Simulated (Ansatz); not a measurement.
The cluster Te₂Pb⁺, relaxed as a doublet with UKS PBE0-D4/def2-SVP in Ansatz, starting from the GFN1-xTB geometry. Force threshold 0.02 eV/Å.

In the def2 sets Pb, Te take a core potential; there is no spin–orbit coupling. The structure comes from a short search, and lower isomers may exist.

Start:

```xyz
3

Pb   -0.006   -1.287    1.115
Te   -1.340    0.583   -0.633
Te    1.346    0.704   -0.481
```

Q: Estimate the energy that the relaxation releases and the steps that it takes.

A: 0.01 eV, in 3 steps; 8 s on 4 threads of Arm Neoverse V2 on a shared host. No frequencies were taken in this run, so the end may be a saddle point.

Q: Does the start keep its bonding and symmetry?

A: By distances, no bond broke or formed. The bond that changes most is Pb1–Te2, from 2.89 to 2.92 Å (atoms count from 1). Point group C2v at the start, C2v at the end, both within 0.05 Å.

Q: Predict the relaxed structure.

A: 
```xyz
3

Pb   -0.006   -1.306    1.132
Te   -1.338    0.593   -0.642
Te    1.344    0.713   -0.490
```
Bond lengths: 2 × Pb–Te 2.92 Å; 1 × Te–Te 2.69 Å.
